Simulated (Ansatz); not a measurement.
Dissociation curve of SMILES BO (H₃BO), singlet. The B1–O4 bond (B1 also carries H, H; O4 carries H) is varied alone, starting from the PBE0/def2-TZVP optimised geometry.

Levels: UHF/cc-pVTZ (Ansatz, a first-principles code); UCCSD(T) = CCSD(T) on UHF/cc-pVTZ, frozen core in Ansatz.

Energies relative to the lowest point of each curve near equilibrium, in kJ/mol:

```csv
R / Å,UHF
1.09,251.1
1.13,162.2
1.27,13.7
1.35,0.0
1.39,4.7
1.43,15.0
1.57,79.3
2.43,478.1
2.95,495.3
3.66,497.1
4.07,497.2
4.73,497.3
```

Q: What does UCCSD(T) give at the same points?

A: 1.09: 267.9; 1.13: 176.4; 1.27: 18.8; 1.35: 0.0; 1.39: 2.3; 1.43: 10.2; 1.57: 66.6; 2.43: 514.2; 2.95: 630.4; 3.66: 651.1; 4.07: 652.8; 4.73: 653.6 (kJ/mol).

The unrestricted determinant behind UHF, UCCSD(T) is spin-contaminated at 2.19 to 4.73 Å (<S²> up to 1.0, against 0.00 for a pure singlet).
